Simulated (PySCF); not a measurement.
# Ionising WCl

CAM-B3LYP; basis W def2-TZVPPD with ECP60, Cl def2-TZVPPD; scalar-relativistic core potentials; PySCF 2.14. Neutral (UKS): sextet (σ ↑, π ↑↑, δ ↑↑), Re = 2.290 Å, ωe = 377 cm⁻¹, HOMO -7.22 eV, LUMO -2.14 eV.

WCl⁻ (UKS): quintet (π ↑↑, δ ↑↑), Re = 2.387 Å, ωe = 286 cm⁻¹. The energies at the minima are -527.19112 hartree for WCl and -527.24001 for WCl⁻.

Work out the adiabatic electron affinity, without and with harmonic zero-point energies (1 hartree = 27.2114 eV, 1 eV = 8065.5 cm⁻¹), and the change of the bond length.

At CAM-B3LYP: 0.04889 hartree = 1.330 eV between the minima; the zero-point term (377.0 − 286.0)/2 cm⁻¹ = +0.006 eV makes it 1.336 eV. Re changes by +9.7 pm against the neutral. The electron enters a σ orbital; in so polar a molecule the change of length follows mostly from the change of the ionic charges.

De is left out where the level can put another filling of the metal’s s and d shells below the measured ground configuration, by anything from nothing to about 1 eV. Spin–orbit coupling is left out, which matters for elements this heavy, above all for dissociation energies. The state is the lowest single determinant that the PBE0 search found; with open d or f shells the true ground state can be another one.
